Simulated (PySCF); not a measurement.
Gas-phase reaction: H3SiGeH3 + GeH3 = 2 GeH4 + SiH, at 500 K and a standard pressure of 1 bar. Level: PBE0/def2-SVP†.

Method: PySCF energies plus ideal-gas RRHO corrections (1 bar). † marks an energy on the PBE0/def2-TZVP geometry and frequencies. Open shells (unrestricted): GeH3 (multiplicity 2), SiH (multiplicity 2, electronic degeneracy 4); the rest are closed-shell singlets. Spin-orbit splitting is ignored; it lowers the true energy and changes the entropy of SiH. Ge: all electrons, no relativistic terms. GeH3: computed as isolated molecules; such fragments, hydroxides, amides, oligomers or adducts are transient or little studied in the gas. The harmonic model lacks anharmonicity and excited electronic states, which grow with temperature; levels with a mode under 35 cm⁻¹ are left out. Internal rotation in H3SiGeH3 is treated as a harmonic vibration of one conformer, which makes the entropy rough.

| species | E (Ha) | H(500 K) − E (kJ/mol) | S°(500 K) (J/mol/K) |
|---|---|---|---|
| H3SiGeH3 | -2369.34123 | 160.7 | 342.9 |
| GeH3 | -2078.21733 | 72.7 | 253.7 |
| GeH4 | -2078.85556 | 99.3 | 244.6 |
| SiH | -289.76470 | 26.7 | 213.7 |
E: electronic energy; H − E holds the zero-point and thermal terms. 1 Ha = 2625.5 kJ/mol.

**Question.** Work out ΔH°, ΔS°, ΔG° and log10 K from these numbers.

**Answer.** 1. ΔE = 2×(-2078.85556) + 1×(-289.76470) − 1×(-2369.34123) − 1×(-2078.21733) = 0.08274 Ha = 217.2 kJ.
2. Δ(H − E) = 2×(99.3) + 1×(26.7) − 1×(160.7) − 1×(72.7) = -8.1 kJ, so ΔH° = 209.1 kJ.
3. ΔS° = 2×(244.6) + 1×(213.7) − 1×(342.9) − 1×(253.7) = 106.3 J/K; the number of gas molecules changes by +1.
4. ΔG° = ΔH° − TΔS° = 209.1 − 500×(106.3)/1000 = 155.9 kJ.
5. log10 K = −ΔG°/(RT ln 10) = -16.29, with RT ln 10 = 9.57 kJ/mol; at standard pressures the reactants are favoured.
6. A shift of 10 kJ in ΔE would move log10 K by 1.04 here.
For scale, ΔH°(298 K) is 211 kJ at this level, 205 kJ at ωB97M-V/def2-TZVP†, and runs from 173 to 238 kJ over the 20 levels computed.
